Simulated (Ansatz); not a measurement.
HClSi, charge -1, doublet, geometry from GFN2-xTB (a state made from the parent by changing its charge; the spin is typed, not shown lowest) (a gas-phase anion, which may not be bound at this level). Base run: SVWN5/def2-SV(P) in Ansatz (an electronic-structure program).

Ansatz was given this input:
Ansatz 0.2 input:
```yaml
crystal:
  periodic: [false, false, false]
  atoms:
    - {symbol: Si, position_ang: [1.01104949, -0.27343022, 0.88647386]}
    - {symbol: H, position_ang: [1.94589771, -0.44022613, -0.29605972]}
    - {symbol: Cl, position_ang: [-0.94709357, 0.25107349, -0.71262201]}
basis:
  gaussian:
    orbitals: def2-SV_P_.json
hamiltonian:
  xc: {name: SVWN5}
total_charge: -1
magnetization: {spin_polarized: true, initial_magnetization: 1}
```
The basis file holds def2-SV(P) in the JSON format of the Basis Set Exchange.

The base run was repeated with changes; each row names its change, and settings that it needs were set with it.

```json
[
 {"change": "base", "ΔE vs base (mEh)": "0.000"},
 {"change": "point_charge = charge:0.5 position_ang:-2.3072, -3.5705, -1.6156", "ΔE vs base (mEh)": "-56.332"},
 {"change": "point_charge = charge:1.0 position_ang:5.0981, 0.932, -1.5327", "ΔE vs base (mEh)": "-102.2"},
 {"change": "final_grid = 14, 28, 59", "ΔE vs base (mEh)": "0.002"},
 {"change": "final_grid = 4, 8, 17", "ΔE vs base (mEh)": "-0.074"},
 {"change": "final_grid = 10, 20, 41", "ΔE vs base (mEh)": "0.001"},
 {"change": "accuracy = high", "ΔE vs base (mEh)": "0.003"},
 {"change": "final_grid = 6, 12, 29", "ΔE vs base (mEh)": "-0.007"},
 {"change": "lower_state_search = off", "ΔE vs base (mEh)": "0.000"},
 {"change": "fitting.mean_field = def2-universal-JKFIT", "ΔE vs base (mEh)": "-0.062"},
 {"change": "forces = on", "ΔE vs base (mEh)": "0.000"}
]
```

A gas-phase anion may not be bound at this level; its values then depend on the basis.
